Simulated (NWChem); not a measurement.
The numbers come from NWChem runs, not from measurements. System: iodine (I$_{2}$), charge 0, spin multiplicity 1, at a geometry optimised with PBE0/def2-SVP with def2 effective core potentials on I. Level: G0W0@LDA (SVWN5)/def2-TZVP with def2 effective core potentials on I, RI basis def2-tzvp-rifit, no spin-orbit coupling.

Input file:

```
start mol
memory heap 200 mb stack 700 mb global 1700 mb
geometry units angstroms nocenter noautoz
  I      0.000000     0.000000     1.341220
  I      0.000000     0.000000    -1.341220
  symmetry group D2h
end
basis spherical
  * library def2-tzvp
end
ecp
  I library def2-ecp
end
basis "ri basis" bse spherical
  * library def2-tzvp-rifit
end
dft
  xc slater vwn_5
  iterations 100
  direct
  tolerances tight
end
task dft energy
gw
  states alpha occ 4 vir 2
end
task dft gw
```

Part of the output:

```
             Northwest Computational Chemistry Package (NWChem) 7.3.0
             --------------------------------------------------------

                                NWChem Input Module
                                -------------------

 Scaling coordinates for geometry "geometry" by  1.889725989
 (inverse scale =  0.529177249)

 Turning off AUTOSYM since
 SYMMETRY directive was detected!

                             Geometry "geometry" -> ""
                             -------------------------

 Output coordinates in angstroms (scale by  1.889725989 to convert to a.u.)

  No.       Tag          Charge          X              Y              Z
 ---- ---------------- ---------- -------------- -------------- --------------
    1 I                   53.0000     0.00000000     0.00000000     1.34122000
    2 I                   53.0000     0.00000000     0.00000000    -1.34122000

 Effective nuclear repulsion energy (a.u.)     554.1443210063

            Nuclear Dipole moment (a.u.)
            ----------------------------
        X                 Y               Z
 ---------------- ---------------- ----------------
     0.0000000000     0.0000000000     0.0000000000

      Symmetry information
      --------------------

 Group name             D2h
 Group number             26
 Group order               8
 No. of unique centers     1

      Symmetry unique atoms

     1


 Summary of "ao basis" -> "" (spherical)
 ------------------------------------------------------------------------------
       Tag                 Description            Shells   Functions and Types
 ---------------- ------------------------------  ------  ---------------------
 *                         def2-tzvp                  on all atoms

 Summary of "ri basis" -> "" (spherical)
 ------------------------------------------------------------------------------
       Tag                 Description            Shells   Functions and Types
 ---------------- ------------------------------  ------  ---------------------
 *                      def2-tzvp-rifit               on all atoms

                                 NWChem DFT Module
                                 -----------------

 Summary of "ao basis" -> "ao basis" (spherical)
 ------------------------------------------------------------------------------
       Tag                 Description            Shells   Functions and Types
 ---------------- ------------------------------  ------  ---------------------
 I                         def2-tzvp                16       50   6s5p3d2f

 Summary of "ao basis" -> "ao basis" (spherical)
 ------------------------------------------------------------------------------
       Tag                 Description            Shells   Functions and Types
 ---------------- ------------------------------  ------  ---------------------
 I                         def2-tzvp                16       50   6s5p3d2f

      Symmetry analysis of basis
      --------------------------

        ag         21
        au          5
        b1g         5
        b1u        21
        b2g        12
        b2u        12
        b3g        12
        b3u        12

            General Information
            -------------------
          SCF calculation type: DFT
          Wavefunction type:  closed shell.
          No. of atoms     :     2
          No. of electrons :    50
           Alpha electrons :    25
            Beta electrons :    25
          Charge           :     0
          Spin multiplicity:     1
          Use of symmetry is: on ; symmetry adaption is: on
          Maximum number of iterations: 100
          This is a Direct SCF calculation.
          AO basis - number of functions:   100
                     number of shells:    32
          Convergence on energy requested:  1.00D-06
          Convergence on density requested:  1.00D-05
          Convergence on gradient requested:  5.00D-04

              XC Information
              --------------
                        Slater Exchange Functional  1.000 local
                      VWN V Correlation Functional  1.000 local

             Grid Information
             ----------------
          Grid used for XC integration:  medium
          Radial quadrature: Mura-Knowles
          Angular quadrature: Lebedev.
          Tag              B.-S. Rad. Rad. Pts. Rad. Cut. Ang. Pts.
          ---              ---------- --------- --------- ---------
          I                   1.40      123          10.0       590
          Grid pruning is: on
          Number of quadrature shells:   123
          Spatial weights used:  Erf1

          Convergence Information
          -----------------------
          Convergence aids based upon iterative change in
          total energy or number of iterations.
          Levelshifting, if invoked, occurs when the
          HOMO/LUMO gap drops below (HL_TOL):  1.00D-02
          DIIS, if invoked, will attempt to extrapolate
          using up to (NFOCK): 10 stored Fock matrices.

                    Damping( 0%)  Levelshifting(0.5)       DIIS
                  --------------- ------------------- ---------------
          dE  on:    start            ASAP                start
          dE off:    2 iters        100 iters           100 iters

      Screening Tolerance Information
      -------------------------------
          Density screening/tol_rho:  1.00D-10
          AO Gaussian exp screening on grid/accAOfunc:  14
          CD Gaussian exp screening on grid/accCDfunc:  20
          XC Gaussian exp screening on grid/accXCfunc:  20
          Schwarz screening/accCoul:  1.00D-08
[...]
 !! scf_movecs_sym_adapt:    4 vectors were symmetry contaminated

 d= 0,ls=0.0,diis     2   -594.5940511167 -1.38D-02  4.98D-03  2.90D-01     6.5

 !! scf_movecs_sym_adapt:   10 vectors were symmetry contaminated

  Symmetry fudging

 !! scf_movecs_sym_adapt:    4 vectors were symmetry contaminated

 d= 0,ls=0.0,diis     3   -594.6131255660 -1.91D-02  1.49D-03  9.22D-02     8.7

 !! scf_movecs_sym_adapt:   10 vectors were symmetry contaminated

  Symmetry fudging

 !! scf_movecs_sym_adapt:    6 vectors were symmetry contaminated

 d= 0,ls=0.0,diis     4   -594.6196016552 -6.48D-03  2.83D-04  1.55D-04    11.0

 !! scf_movecs_sym_adapt:   12 vectors were symmetry contaminated

  Symmetry fudging

 !! scf_movecs_sym_adapt:    8 vectors were symmetry contaminated

 d= 0,ls=0.0,diis     5   -594.6196237412 -2.21D-05  8.62D-05  5.94D-05    13.3

 !! scf_movecs_sym_adapt:   12 vectors were symmetry contaminated

  Symmetry fudging

 !! scf_movecs_sym_adapt:    8 vectors were symmetry contaminated

 d= 0,ls=0.0,diis     6   -594.6196298436 -6.10D-06  5.97D-06  4.78D-07    15.6

 !! scf_movecs_sym_adapt:   14 vectors were symmetry contaminated

  Symmetry fudging

 !! scf_movecs_sym_adapt:    8 vectors were symmetry contaminated

 d= 0,ls=0.0,diis     7   -594.6196298951 -5.14D-08  7.48D-07  5.96D-09    17.9

         Total DFT energy =     -594.619629895058
      One electron energy =    -1281.110816132107
           Coulomb energy =      606.753785126073
    Exchange-Corr. energy =      -43.559217126453
 Nuclear repulsion energy =      123.296618237430

 Numeric. integr. density =       50.000003691126

     Total iterative time =     16.1s

                  Occupations of the irreducible representations
                  ----------------------------------------------

                     irrep           alpha         beta
                     --------     --------     --------
                     ag                6.0          6.0
                     au                1.0          1.0
                     b1g               1.0          1.0
                     b1u               5.0          5.0
                     b2g               3.0          3.0
                     b2u               3.0          3.0
                     b3g               3.0          3.0
                     b3u               3.0          3.0

                       DFT Final Molecular Orbital Analysis
                       ------------------------------------

 Vector   23  Occ=2.000000D+00  E=-2.938952D-01  Symmetry=b2u
              MO Center=  3.0D-20,  7.8D-18, -2.8D-16, r^2= 3.4D+00
   Bfn.  Coefficient  Atom+Function         Bfn.  Coefficient  Atom+Function
  ----- ------------  ---------------      ----- ------------  ---------------
    17      0.373735  1 I  py                67      0.373735  2 I  py
    11     -0.319185  1 I  py                61     -0.319185  2 I  py
    14      0.255980  1 I  py                64      0.255980  2 I  py
    20      0.160017  1 I  py                70      0.160017  2 I  py
     8     -0.040474  1 I  py                58     -0.040474  2 I  py

 Vector   24  Occ=2.000000D+00  E=-2.355463D-01  Symmetry=b3g
              MO Center=  3.9D-17, -2.5D-16,  2.1D-16, r^2= 4.1D+00
   Bfn.  Coefficient  Atom+Function         Bfn.  Coefficient  Atom+Function
  ----- ------------  ---------------      ----- ------------  ---------------
    17      0.400863  1 I  py                67     -0.400863  2 I  py
    11     -0.346026  1 I  py                61      0.346026  2 I  py
    14      0.288814  1 I  py                64     -0.288814  2 I  py
    20      0.224048  1 I  py                70     -0.224048  2 I  py
     8     -0.043696  1 I  py                58      0.043696  2 I  py

 Vector   25  Occ=2.000000D+00  E=-2.355463D-01  Symmetry=b2g
              MO Center= -2.5D-16, -3.3D-17, -4.5D-16, r^2= 4.1D+00
   Bfn.  Coefficient  Atom+Function         Bfn.  Coefficient  Atom+Function
  ----- ------------  ---------------      ----- ------------  ---------------
    16      0.400863  1 I  px                66     -0.400863  2 I  px
    10     -0.346026  1 I  px                60      0.346026  2 I  px
    13      0.288814  1 I  px                63     -0.288814  2 I  px
    19      0.224048  1 I  px                69     -0.224048  2 I  px
     7     -0.043696  1 I  px                57      0.043696  2 I  px

 Vector   26  Occ=0.000000D+00  E=-1.729066D-01  Symmetry=b1u
              MO Center=  5.7D-15,  6.0D-15, -7.4D-13, r^2= 4.8D+00
   Bfn.  Coefficient  Atom+Function         Bfn.  Coefficient  Atom+Function
  ----- ------------  ---------------      ----- ------------  ---------------
    18      0.421632  1 I  pz                68      0.421632  2 I  pz
    12     -0.353476  1 I  pz                62     -0.353476  2 I  pz
    21      0.326903  1 I  pz                71      0.326903  2 I  pz
    15      0.306823  1 I  pz                65      0.306823  2 I  pz
     5     -0.201048  1 I  s                 55      0.201048  2 I  s

 Vector   27  Occ=0.000000D+00  E= 8.271407D-02  Symmetry=ag
              MO Center=  3.5D-15, -4.8D-15,  1.7D-12, r^2= 7.0D+00
   Bfn.  Coefficient  Atom+Function         Bfn.  Coefficient  Atom+Function
  ----- ------------  ---------------      ----- ------------  ---------------
    21      0.768987  1 I  pz                71     -0.768987  2 I  pz
    18     -0.517520  1 I  pz                68      0.517520  2 I  pz
    34      0.341491  1 I  d  0              84      0.341491  2 I  d  0
    24     -0.142458  1 I  d  0              74     -0.142458  2 I  d  0
     5      0.134364  1 I  s                 55      0.134364  2 I  s

 Vector   28  Occ=0.000000D+00  E= 9.744803D-02  Symmetry=b1u
              MO Center=  4.4D-16,  4.5D-16, -6.2D-13, r^2= 1.2D+01
   Bfn.  Coefficient  Atom+Function         Bfn.  Coefficient  Atom+Function
  ----- ------------  ---------------      ----- ------------  ---------------
    21      1.525672  1 I  pz                71      1.525672  2 I  pz
     6     -0.732754  1 I  s                 56      0.732754  2 I  s
    18     -0.561923  1 I  pz                68     -0.561923  2 I  pz
    34     -0.345941  1 I  d  0              84      0.345941  2 I  d  0
    12      0.183457  1 I  pz                62      0.183457  2 I  pz

 center of mass
 --------------
 x =   0.00000000 y =   0.00000000 z =   0.00000000

 moments of inertia (a.u.)
 ------------------
        1630.386986000535           0.000000000000           0.000000000000
           0.000000000000        1630.386986000535           0.000000000000
           0.000000000000           0.000000000000           0.000000000000

     Multipole analysis of the density
     ---------------------------------

     L   x y z        total         alpha         beta         nuclear
     -   - - -        -----         -----         ----         -------
     0   0 0 0     -0.000000    -25.000000    -25.000000     50.000000

     1   1 0 0      0.000000      0.000000      0.000000      0.000000
     1   0 1 0      0.000000      0.000000      0.000000      0.000000
     1   0 0 1      0.000000      0.000000      0.000000      0.000000

     2   2 0 0    -40.652922    -20.326461    -20.326461      0.000000
     2   1 1 0      0.000000      0.000000      0.000000      0.000000
     2   1 0 1     -0.000000     -0.000000     -0.000000      0.000000
     2   0 2 0    -40.652922    -20.326461    -20.326461      0.000000
     2   0 1 1      0.000000      0.000000      0.000000      0.000000
     2   0 0 2    -34.903725   -178.048971   -178.048971    321.194217

 Task  times  cpu:       17.9s     wall:       17.9s

                                NWChem Input Module
                                -------------------

                                 NWChem GW Module
                                 ----------------

                             ***********************
                             ***        GW       ***
                             ***********************

 Summary of "ri basis" -> "ri basis" (spherical)
 ------------------------------------------------------------------------------
       Tag                 Description            Shells   Functions and Types
 ---------------- ------------------------------  ------  ---------------------
 I                      def2-tzvp-rifit             38      184   9s8p8d6f4g3h

                 Memory Information
                 ------------------
          Available GA per process is          1699.9 MBs
          Available stack per process is        700.0 MBs
          Available heap per process is           0.0 MBs

          Peak memory in Initialization
              Peak GA per process is                  8.6 MBs
              Peak stack per process is               0.1 MBs
              Peak heap per process is                9.2 MBs
              Memory not in MA per process            0.0 MBs

          Peak memory in AFF Calculation
              Peak GA per process is                 39.5 MBs
              Peak stack per process is              26.8 MBs
              Peak heap per process is                0.0 MBs
              Memory not in MA per process           26.8 MBs

          Computing 2-center integrals
          Computing Inverse Cholesky factor
          Computing 3-center integrals
          Computing V_xc ...

          Computing Sigma_x
          Computing RPA polarizability
          Solving quasiparticle equations

                  Alpha Orbitals
          State     Energy (eV)     Error (eV)
          -----------------------------------
@GW        22        -10.494           0.002
@GW        23        -10.494           0.002
@GW        24         -9.014           0.002
@GW        25         -9.014           0.002
@GW        26         -1.623           0.002
@GW        27          5.007           0.004

   Applying  -2.6046 eV scissor-shift to rest of particle states

   Applying   3.0819 eV scissor-shift to rest of hole states

     GW Timing Statistics
   ------------------------
   Init.   :          0.3s
     ERIs  :          2.2s
     Distr.:          0.0s
     Vxc   :          0.1s
   Sigma_x :          0.0s
   RPA     :          2.4s
   Wmn     :          0.1s
   Sigma_c :          0.0s
   GW total:          5.1s

 Task  times  cpu:        5.1s     wall:        5.1s

 Total times  cpu:       23.0s     wall:       23.0s
```
